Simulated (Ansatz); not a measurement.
CdH2S (SMILES [SH][CdH]) moved off its minimum; all values from Ansatz (a quantum-chemistry and plane-wave program), cores frozen in correlated methods. Elements past Kr take the def2 small-core potentials, without spin–orbit coupling.
(charge 0, multiplicity 1)
```xyz
4

Cd    -0.34318    -0.21750    -0.39882
H     -1.31174    -0.73619    -1.51404
S      0.98389     0.66698     1.25779
H      1.03693    -0.41441     2.04624
```

Forces at B3LYP/def2-TZVPP (eV/Å):

| atom | Fx | Fy | Fz |
|---|---|---|---|
| Cd1 | 0.383 | 0.193 | 0.588 |
| H2 | -0.898 | -0.538 | -1.131 |
| S3 | 0.561 | 0.472 | 0.546 |
| H4 | -0.047 | -0.128 | -0.002 |

Problem. Give the forces (eV/Å), the total energy and the dipole at CCSD(T)/def2-TZVPPD.

Solution. 
```json
[
 {"atom": "Cd1", "Fx": "0.415", "Fy": "0.203", "Fz": "0.628"},
 {"atom": "H2", "Fx": "-0.857", "Fy": "-0.511", "Fz": "-1.079"},
 {"atom": "S3", "Fx": "0.502", "Fy": "0.379", "Fz": "0.512"},
 {"atom": "H4", "Fx": "-0.060", "Fy": "-0.071", "Fz": "-0.061"}
]
```
Energy -566.2395 hartree, dipole 1.58 D.
